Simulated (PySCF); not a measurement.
## wB97M-V on Tl²⁺ (thallium, charge +2)

Configuration: [Xe] 4f14 5d9 6s1 6p1, one real determinant (an excited configuration). Calculation: PySCF 2.14, in aug-cc-pVTZ-PP with ECP60MDF; a scalar-relativistic core potential.

- Total energy: -170.8561 hartree
- One-electron energy: -284.1070 hartree
- Hartree (Coulomb) energy: 127.3715 hartree
- Exchange-correlation energy: -14.1206 hartree
- ⟨S²⟩: 3.7504
- ⟨L²⟩: 8.011
- Sum of ⟨r⟩: 25.11 bohr
- Sum of ⟨r²⟩: 41.35 bohr²
- Traceless quadrupole moment −½Σ⟨3z² − r²⟩ along its main axis: -3.08 e·bohr²
- Time after the integrals: roughly 5 core-seconds

```csv
shell,electrons,mean orbital energy (eV),spread (eV),"rms radius, mean of both spins (bohr)"
5s α,1,-164.34,0,0.942
5s β,1,-163.19,0,0.942
5p α,3,-108.75,1.224,1.07
5p β,3,-107.39,0.119,1.07
5d α,5,-43.203,1.336,1.44
5d β,4,-41.915,0.339,1.44
6s α,1,-32.136,0,2.35
6p α,1,-22.075,0,2.93
```

⟨L²⟩ = 8.01 against 12 for a pure F term, so this real determinant mixes terms. Energies and moments cover only the electrons outside the core potential. Spin-orbit coupling, absent here, splits the open shell strongly.
